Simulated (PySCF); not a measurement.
A structure optimised at B3LYP-D3(BJ)/def2-SVP, used in a PySCF frequency run:

```xyz
10

Al    -0.0249     0.0217    -0.0222
C      1.7493    -0.2905    -0.7667
H      2.2670    -1.1400    -0.2917
H      2.3843     0.6019    -0.6185
H      1.7105    -0.4716    -1.8539
C     -0.7118    -0.6252     1.6835
H     -1.3781    -1.4915     1.5194
H     -1.3148     0.1417     2.1978
H      0.0874    -0.9543     2.3677
F     -1.0731     0.9473    -0.9481
```

### Question
Write its SMILES and formula.

### Answer
[CH3][Al]([CH3])[F], C2H6AlF

### Question
What are its rotational constants (standard atomic weights)?

### Answer
6.0413, 4.8686, 2.7896 GHz
